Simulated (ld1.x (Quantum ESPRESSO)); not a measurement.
**An all-electron radial function and its pseudo partner (N (Z = 7))**

Columns: radius, all-electron u(r) and pseudo u(r) of the 2s shell (level -18.62 eV) of nitrogen in the configuration [He] 2s1.5 2p3.5; LDA (PZ), non-relativistic, TM scheme, ld1.x (Quantum ESPRESSO) 7.5.

```csv
r (bohr),all-electron,pseudo
0.125,0.3884,-0.1078
0.250,0.1834,-0.2234
0.375,-0.1440,-0.3535
0.500,-0.4371,-0.4998
0.625,-0.6536,-0.6510
0.750,-0.7922,-0.7808
0.875,-0.8658,-0.8622
1.000,-0.8900,-0.8898
1.125,-0.8792,-0.8792
1.250,-0.8449,-0.8449
1.375,-0.7961,-0.7961
1.500,-0.7392,-0.7392
1.625,-0.6786,-0.6786
1.750,-0.6176,-0.6176
1.875,-0.5582,-0.5582
2.000,-0.5016,-0.5016
2.125,-0.4487,-0.4487
2.250,-0.3998,-0.3998
2.375,-0.3551,-0.3551
2.500,-0.3145,-0.3145
2.625,-0.2779,-0.2779
2.750,-0.2450,-0.2450
2.875,-0.2156,-0.2156
3.000,-0.1895,-0.1895
3.125,-0.1663,-0.1663
3.250,-0.1457,-0.1457
```

Problem. How many radial nodes do the two functions have?

Solution. The all-electron 2s function has n − l − 1 = 1; the pseudo-wave has 0, since the states of the same l below it are removed with the core.

Problem. At about which radius was the pseudo-wave matched?

Solution. 1.10 bohr, where the columns begin to agree (steps of 0.12 bohr).

Problem. Is the pseudo-wave norm-conserving?

Solution. Yes: the TM scheme keeps the norm inside the radius equal to the all-electron one, which fixes the energy derivative of the logarithmic derivative at the level.
